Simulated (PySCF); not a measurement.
Predicted microwave data (PySCF, PBE0-D3(BJ)/def2-SVP geometry optimisation, gas phase) for one isomer of C10H13B:

```
Rotational constants : A = 1362, B = 995.6, C = 605.6 MHz
Dipole components    : |μa| = 0.21 D, |μb| = 2.12 D, |μc| = 0.31 D
Inertial defect      : -44.05 u·Å²
κ                    : 0.03
```

Task: Which candidate fits, each taken in the one conformer that was computed?
A. `[CH2:1]=[CH:2][C:3]1=[C:4]([CH2:5][CH3:6])[CH:7]=[CH:8][CH:9]=[CH:10][BH:11]1` with C1–C2–C3–C4 -152°, C3–C4–C5–C6 -92°
B. `CB(C)C1=C[C@H]2C=C[C@@H]1C=C2`

Result: A. It is C=CC1=C(CC)C=CC=CB1, an asymmetric top, point group C1. The candidates at the same level (rigid rotor, commonest isotopes):

```tsv
SMILES	A (MHz)	B (MHz)	C (MHz)	μa (D)	μb (D)	μc (D)	Δ (u·Å²)	point group	rotor
CB(C)C1=C[C@H]2C=C[C@@H]1C=C2	2060	851.4	769.0	0.66	0.29	0.00	-181.76	Cs	asymmetric top
C=CC1=C(CC)C=CC=CB1	1362	995.6	605.6	0.21	2.12	0.31	-44.05	C1	asymmetric top
```

`CB(C)C1=C[C@H]2C=C[C@@H]1C=C2` has A 51 % too high. No structure here is proved a minimum.
